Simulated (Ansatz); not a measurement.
`[SiH3]C[BH][AlH][SiH3]`, relaxed with RKS PBE0-D4/def2-TZVP in Ansatz from a PBE-D4/def2-SVP geometry. The force threshold is 0.005 eV/Å; the program also tests the step.

Charge 0, multiplicity 1.

Start:

```xyz
15

Si    0.572    1.562   -1.327
C     0.379    1.881    0.566
B    -0.828    0.964    0.874
Al   -0.737   -1.046    1.554
Si   -0.093   -2.805   -0.063
H     1.960    1.973   -1.739
H     0.393    0.108   -1.672
H    -0.442    2.368   -2.086
H     1.359    1.633    1.022
H     0.189    2.974    0.619
H    -1.931    1.398    0.552
H    -1.070   -1.480    3.069
H     1.366   -2.626   -0.427
H    -0.255   -4.228    0.416
H    -0.863   -2.675   -1.357
```

| step | energy (eV) | largest force (eV/Å) | largest move (Å) |
| --- | --- | --- | --- |
| 1 | -24216.4527 | 0.444 | 0.000 |
| 2 | -24216.4889 | 0.134 | 0.024 |
| 3 | -24216.4919 | 0.055 | 0.015 |
| 4 | -24216.4923 | 0.028 | 0.009 |
| 5 | -24216.4924 | 0.009 | 0.004 |
| 6 | -24216.4926 | 0.007 | 0.012 |
| 7 | -24216.4927 | 0.014 | 0.022 |
| 8 | -24216.4927 | 0.008 | 0.011 |
| 9 | -24216.4928 | 0.006 | 0.007 |
| 10 | -24216.4928 | 0.003 | 0.007 |
| 11 | -24216.4928 | 0.013 | 0.021 |
| 14 | -24216.4931 | 0.024 | 0.014 |
| 17 | -24216.4939 | 0.076 | 0.036 |
| 20 | -24216.4970 | 0.053 | 0.087 |
| 23 | -24216.5006 | 0.053 | 0.115 |
| 26 | -24216.5030 | 0.038 | 0.015 |
| 29 (rejected) | -24216.5044 | 0.182 | 0.197 |
| 32 (rejected) | -24216.5069 | 0.146 | 0.143 |
| 35 | -24216.5106 | 0.100 | 0.110 |
| 38 | -24216.5132 | 0.022 | 0.093 |
| 41 (rejected) | -24216.5138 | 0.045 | 0.085 |
| 44 | -24216.5145 | 0.013 | 0.013 |
| 47 | -24216.5149 | 0.016 | 0.027 |
| 50 | -24216.5150 | 0.005 | 0.015 |
| 53 | -24216.5151 | 0.005 | 0.004 |
| 56 | -24216.5151 | 0.005 | 0.004 |

End:

```xyz
15

Si    0.621    1.368   -1.185
C     0.407    2.013    0.601
B    -0.776    1.093    0.924
Al   -0.655   -0.969    1.431
Si   -0.217   -2.723   -0.246
H     1.068    2.476   -2.067
H     1.615    0.265   -1.196
H    -0.664    0.839   -1.722
H     1.371    1.807    1.072
H     0.216    3.087    0.554
H    -1.876    1.551    0.747
H    -0.847   -1.450    2.942
H     1.233   -3.086   -0.215
H    -0.980   -3.982    0.001
H    -0.516   -2.288   -1.641
```

Run time 2.4 min (4 threads of an Intel Xeon Platinum 8488C on a shared host); peak host memory 0.78 GiB.
